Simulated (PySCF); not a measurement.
## ²⁹Si chemical shifts

[PySCF 2.14: geometry: PBE0-D3(BJ)/def2-SVP; PBE0/pcSseg-1 with gauge-including orbitals; averaged over atoms made equivalent by symmetry, fast rotation or ring inversion; relativity neglected; no solvent model; a single conformation]

Shieldings were converted by a linear fit to measured shifts: ²⁹Si: δ = 280.74 − 0.836σ (rms 8.9 ppm, 83 shifts, 23.9 ppm with the 6 outliers that the fit left out vs TMS, solution or neat liquid). Occasional misses reach two or three times the rms, and more in compound classes unlike the fitted ones.

(1) Give the ²⁹Si shifts of `CC[Si@@H](C)O[SiH2][SiH3]`.

(2) Match the shifts 16.3, 4.7, -68.5 ppm to `C[Si@H](F)[GeH3]`, `F[C@@H]([SiH3])[GeH3]`, `C[Si](C)(C)O`.

## Answers

(1) 
```
                                             compound                        environment  δ (ppm)
[CH3:1][CH2:2][Si@@H:3]([CH3:4])[O:5][SiH2:6][SiH3:7]   Si3: silicon bonded to 2 C, O, H     -5.0
[CH3:1][CH2:2][Si@@H:3]([CH3:4])[O:5][SiH2:6][SiH3:7]  Si6: silicon bonded to O, Si, 2 H    -36.5
[CH3:1][CH2:2][Si@@H:3]([CH3:4])[O:5][SiH2:6][SiH3:7]     Si7: silicon bonded to Si, 3 H   -102.6
```

(2) 16.3: C[Si@H](F)[GeH3] (silicon bonded to C, F, Ge, H); 4.7: C[Si](C)(C)O (silicon bonded to 3 C, O); -68.5: F[C@@H]([SiH3])[GeH3] (silicon bonded to C, 3 H).

Relativistic effects, spin–orbit coupling among them, are left out; they matter for the fourth-row atoms present and their neighbours.
